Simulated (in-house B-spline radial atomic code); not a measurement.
## Co²⁺: [Ne] 3s2 3p5 3d7 4s1 (an excited or competing configuration)

All numbers are computed (non-relativistic BHandHLYP, spin-polarised, spherical fractional occupations, exact exchange averaged over the configuration; point nucleus) with an all-electron radial atomic-structure program (B-spline basis), not measured.

Effective charges: Z_r = [3n² - l(l+1)]/(2<r>) from the radius, Z_e = n√(-2ε) from the energy, and Slater's rules. Values are occupation-weighted means over spin.

```json
{"shell": "1s", "electrons": "2", "ε (eV)": "-7642.8", "<r> (bohr)": "0.05689", "Z_r": "26.37", "Z_e": "23.70", "Slater": "26.70"}
{"shell": "2s", "electrons": "2", "ε (eV)": "-945.53", "<r> (bohr)": "0.2579", "Z_r": "23.26", "Z_e": "16.67", "Slater": "22.85"}
{"shell": "2p", "electrons": "6", "ε (eV)": "-823.15", "<r> (bohr)": "0.2259", "Z_r": "22.13", "Z_e": "15.56", "Slater": "22.85"}
{"shell": "3s", "electrons": "2", "ε (eV)": "-138.15", "<r> (bohr)": "0.7764", "Z_r": "17.39", "Z_e": "9.56", "Slater": "16.10"}
{"shell": "3p", "electrons": "5", "ε (eV)": "-101.83", "<r> (bohr)": "0.8087", "Z_r": "15.46", "Z_e": "8.21", "Slater": "16.10"}
{"shell": "3d", "electrons": "7", "ε (eV)": "-40.779", "<r> (bohr)": "0.9363", "Z_r": "11.21", "Z_e": "5.19", "Slater": "7.90"}
{"shell": "4s", "electrons": "1", "ε (eV)": "-25.52", "<r> (bohr)": "2.337", "Z_r": "10.27", "Z_e": "5.48", "Slater": "5.10"}
```

The least bound orbital is 4s up at -25.52 eV, and it is also the most diffuse (<r> = 2.337 bohr).
